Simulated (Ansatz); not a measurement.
Reaction (formal exchange of groups at the Se–In bond): `[Cl][InH][SeH]` + `COCN` → `NC[SeH]` + `C[O][InH][Cl]`

Calculated with Ansatz (gas phase, PBE0-D4/def2-TZVP geometries, no zero-point term in ΔE). CCSD(T)/CBS adds triple-zeta CCSD(T) − MP2 to the extrapolated MP2 energy (def2 sets, frozen cores). This one scheme is used for every species. DFT in def2-TZVPP. def2 core potentials past Kr. For In, Se outer-core shells are correlated without core-valence functions, which leaves a few kJ/mol of doubt a bond. Scalar relativity is left out up to krypton. One conformer a species, not always the lowest.

(1) Is it downhill or uphill in electronic energy at CCSD(T)/CBS, and by how much? (Best estimate.)

(2) What do these levels give: ωB97X-V, HF/def2-TZVPP, SCS-MP2/def2-TZVPP, CCSD(T)/def2-TZVPP, HF/def2-QZVPP, MP2/CBS(def2)? (Estimate.)

Largest T1 diagnostic among the species: 0.016.

Answers

(1) Ansatz gave: Uphill: ΔE = +0.88 eV.

(2) Computed: ωB97X-V 0.94, HF/def2-TZVPP 1.13, SCS-MP2/def2-TZVPP 0.87, CCSD(T)/def2-TZVPP 0.90, HF/def2-QZVPP 1.11, MP2/CBS(def2) 0.86 eV.

From PBE to PBE0 (25 % exact exchange), in def2-TZVPP and without D4, ΔE moves by +0.10 eV. In def2-TZVPP, CCSD(T) changes the Hartree–Fock value by −0.23 eV (the triples alone add −0.03 eV) and MP2 by −0.25 eV.
